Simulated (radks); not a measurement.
La, 57 electrons, occupied as [Xe] 5d1 6s2.

All-electron calculation, scalar-relativistic Kohn-Sham, BLYP, spin-polarised, spherical densities, finite nucleus; open shells are filled with parallel spins first (spin-orbit coupling, left out, can overturn this in heavy ions); Fermi nuclear charge, rms radius 4.855 fm. Program: a radial shooting solver on a logarithmic mesh with Libxc functionals.

Energy parts (Ry):
part                       energy
total                 -16987.2948
kinetic                17967.8070
electron-nucleus      -41107.4848
Hartree                 6560.0154
exchange-correlation    -407.6324

Orbitals (lengths in bohr, moments of r in powers of bohr):
| orbital | occ. | eigenvalue (Ry) | <r^4> | <1/r> | <r^2> | <r> |
|---|---|---|---|---|---|---|
| 1s up | 1 | -2848.316 | 1.918e-06 | 62.01 | 0.0008537 | 0.02507 |
| 1s down | 1 | -2848.316 | 1.918e-06 | 62.01 | 0.0008537 | 0.02507 |
| 2s up | 1 | -453.4202 | 0.0003185 | 14.28 | 0.01362 | 0.1075 |
| 2s down | 1 | -453.4183 | 0.0003185 | 14.28 | 0.01362 | 0.1074 |
| 2p up | 3 | -406.4318 | 0.0002325 | 13.55 | 0.01084 | 0.09424 |
| 2p down | 3 | -406.4303 | 0.0002325 | 13.55 | 0.01084 | 0.09424 |
| 3s up | 1 | -96.94615 | 0.01309 | 5.170 | 0.09296 | 0.2852 |
| 3s down | 1 | -96.94524 | 0.01308 | 5.170 | 0.09296 | 0.2852 |
| 3p up | 3 | -81.94079 | 0.01368 | 4.900 | 0.09298 | 0.2832 |
| 3p down | 3 | -81.93978 | 0.01368 | 4.900 | 0.09298 | 0.2832 |
| 3d up | 5 | -60.36595 | 0.01146 | 4.647 | 0.07972 | 0.2600 |
| 3d down | 5 | -60.36437 | 0.01146 | 4.647 | 0.07972 | 0.2600 |
| 4s up | 1 | -19.55030 | 0.3391 | 2.151 | 0.4828 | 0.6542 |
| 4s down | 1 | -19.54722 | 0.3392 | 2.151 | 0.4828 | 0.6542 |
| 4p up | 3 | -14.67010 | 0.4464 | 1.984 | 0.5462 | 0.6932 |
| 4p down | 3 | -14.66731 | 0.4464 | 1.984 | 0.5462 | 0.6932 |
| 4d up | 5 | -7.60906 | 0.7623 | 1.724 | 0.6838 | 0.7679 |
| 4d down | 5 | -7.60622 | 0.7611 | 1.724 | 0.6835 | 0.7678 |
| 5s up | 1 | -2.85134 | 10.94 | 0.8500 | 2.726 | 1.558 |
| 5s down | 1 | -2.83148 | 10.83 | 0.8526 | 2.713 | 1.554 |
| 5p up | 3 | -1.63787 | 21.17 | 0.7238 | 3.706 | 1.808 |
| 5p down | 3 | -1.61165 | 21.00 | 0.7265 | 3.688 | 1.803 |
| 5d up | 1 | -0.22540 | 229.4 | 0.4416 | 10.72 | 2.985 |
| 5d down | 0 | -0.19679 | 264.4 | 0.4351 | 11.32 | 3.053 |
| 6s up | 1 | -0.26583 | 743.4 | 0.2883 | 21.79 | 4.383 |
| 6s down | 1 | -0.24947 | 812.4 | 0.2820 | 22.70 | 4.470 |

The highest occupied level is 5d up at -3.067 eV. The density falls to 0.001 e/bohr^3 at r = 5.46 bohr.
